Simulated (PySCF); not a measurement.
Stepwise substitution at one centre (B CH3-NH2). All species are isolated molecules in the gas phase. Strings in code marks are SMILES.

The HOMO from two functionals at the same geometries (B3LYP-D3(BJ)/def2-TZVP), both in PySCF: PBE-D3(BJ)/def2-TZVP and B3LYP-D3(BJ)/def2-TZVP. B3LYP has the VWN-RPA correlation part, as in Gaussian. 

```tsv
species	PBE-D3(BJ)/def2-TZVP (eV)
0 of 3 CH3 replaced by NH2 (`CB(C)C`)	-7.11
1 of 3 CH3 replaced by NH2 (`CB(C)N`)	-6.69
2 of 3 CH3 replaced by NH2 (`CB(N)N`)	-5.34
3 of 3 CH3 replaced by NH2 (`NB(N)N`)	-5.08
```

Question: What does B3LYP-D3(BJ)/def2-TZVP give for each?

Answer: 
- 0 of 3 CH3 replaced by NH2 (`CB(C)C`): -8.30
- 1 of 3 CH3 replaced by NH2 (`CB(C)N`): -7.83
- 2 of 3 CH3 replaced by NH2 (`CB(N)N`): -6.51
- 3 of 3 CH3 replaced by NH2 (`NB(N)N`): -6.30
Over these rows, drawn at random from the members with no instability flagged (it was tested for open shells, ions and some series alone), PBE minus B3LYP-D3(BJ): mean +1.18 eV, from +1.14 eV to +1.22 eV.
